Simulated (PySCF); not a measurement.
Partial charges of `C=C(C)[Si@H](C[SiH2]N)OC`

Compound: C₅H₁₅NOSi₂.
Atom-mapped SMILES: `[CH2:1]=[C:2]([CH3:3])[Si@H:4]([CH2:5][SiH2:6][NH2:7])[O:8][CH3:9]` (hydrogens: H10, H11 on C1; H12, H13, H14 on C3; H15 on Si4; H16, H17 on C5; H18, H19 on Si6; H20, H21 on N7; H22, H23, H24 on C9)

Geometry (GFN2-xTB, Å), atoms numbered from 1 in this order:
```
atom  x, y, z in Å
C1    -2.938    0.556   -0.471
C2    -2.059   -0.436   -0.502
C3    -2.504   -1.857   -0.320
Si4   -0.210   -0.161   -0.821
C5     0.794   -0.910    0.610
Si6    2.673   -0.935    0.335
N7     3.135    0.642   -0.182
O8     0.170    1.406   -1.082
C9     0.251    2.448   -0.154
H10   -3.994    0.390   -0.308
H11   -2.644    1.582   -0.620
H12   -2.034   -2.289    0.563
H13   -3.585   -1.925   -0.209
H14   -2.197   -2.452   -1.179
H15    0.163   -0.669   -2.143
H16    0.578   -0.354    1.524
H17    0.469   -1.932    0.797
H18    3.398   -1.143    1.595
H19    2.994   -2.034   -0.593
H20    2.582    1.068   -0.909
H21    4.112    0.829   -0.343
H22   -0.696    2.587    0.371
H23    0.495    3.362   -0.698
H24    1.034    2.246    0.581
```

Density: PBE0/pcSseg-1 (PySCF); schemes: Mulliken, IAO, Hirshfeld and ESP-fitted. The structure is a single GFN2-xTB conformer in the gas phase; no vibrational or solvent corrections.

Task: What partial charge does each atom carry?

Result: In e; atoms taken as equivalent share a row and are averaged (×n: the atom named and its like, n in all):

```tsv
atom	environment	Mulliken	IAO	Hirshfeld	ESP-fitted
C1	terminal =CH2 carbon	-0.101	-0.306	-0.104	-0.520
C2	fully substituted alkene carbon	-0.616	-0.263	-0.085	+0.034
C3	allylic carbon	-0.197	-0.418	-0.119	-0.393
Si4	oxygen-bound silicon	+1.080	+1.113	+0.407	+0.720
C5	sp3 carbon bound to silicon	-0.906	-0.863	-0.255	-0.661
Si6	SiH2 silicon	+0.756	+0.905	+0.363	+0.735
N7	silicon-bound nitrogen	-0.639	-0.846	-0.314	-0.977
O8	silyl ether oxygen	-0.658	-0.636	-0.218	-0.449
C9	methoxy carbon	-0.030	-0.201	-0.036	-0.099
H10	vinylic hydrogen	+0.103	+0.139	+0.042	+0.205
H11	vinylic hydrogen	+0.113	+0.141	+0.038	+0.192
H12/H13/H14	methyl hydrogen	+0.122	+0.146	+0.044	+0.120
H15	Si–H hydrogen	-0.104	-0.147	-0.087	-0.156
H16	methylene hydrogen	+0.172	+0.164	+0.042	+0.182
H17	methylene hydrogen	+0.167	+0.164	+0.041	+0.153
H18	Si–H hydrogen	-0.115	-0.145	-0.091	-0.150
H19	Si–H hydrogen	-0.117	-0.173	-0.099	-0.183
H20/H21	N–H hydrogen	+0.200	+0.261	+0.109	+0.369
H22/H23/H24	methyl hydrogen	+0.109	+0.137	+0.040	+0.090
```

Mean size of the charges over all atoms: IAO 0.333 e, ESP-fitted 0.299 e, Mulliken 0.290 e, Hirshfeld 0.117 e. Each set sums to the total charge, 0, to within 0.001 e. The IAO scheme projects the occupied orbitals on a minimal set of polarised atomic orbitals and counts the electrons in each atom's part of it.

Some averages cover members that differ in this geometry: H22/H23/H24, ESP-fitted +0.080 to +0.107; H22/H23/H24, IAO +0.125 to +0.150 e.

Lowest charge. The schemes don't all agree: Mulliken C5 (-0.906); IAO C5 (-0.863); Hirshfeld N7 (-0.314); ESP-fitted N7 (-0.977).

Highest charge. The schemes don't all agree: Mulliken Si4 (+1.080); IAO Si4 (+1.113); Hirshfeld Si4 (+0.407); ESP-fitted Si6 (+0.735).

Task: How many electrons does the Mulliken scheme count on C5?

Result: Z − q = 6 − (-0.906) = 6.906.

Task: Sum the charges by element, for elements with more than one atom.

Result: 
```tsv
element	atoms	Mulliken	IAO	Hirshfeld	ESP-fitted
C	5	-1.850	-2.050	-0.598	-1.639
Si	2	+1.836	+2.018	+0.771	+1.455
H	15	+1.311	+1.513	+0.359	+1.610
```

Task: How closely do the schemes follow one another over all atoms?

Result: Correlation coefficient and root-mean-square difference: IAO with Hirshfeld 0.99, 0.287 e; Mulliken with IAO 0.96, 0.118 e; IAO with ESP-fitted 0.95, 0.139 e; Hirshfeld with ESP-fitted 0.95, 0.243 e; Mulliken with Hirshfeld 0.95, 0.267 e; Mulliken with ESP-fitted 0.86, 0.212 e.

The run behind these numbers computed NMR shieldings as well. Hardware: an Arm Neoverse V1 with one thread, shared host with 32 logical CPUs at a one-minute load of 27. Cost: 65 s of wall time, 1.1 GiB resident at most.
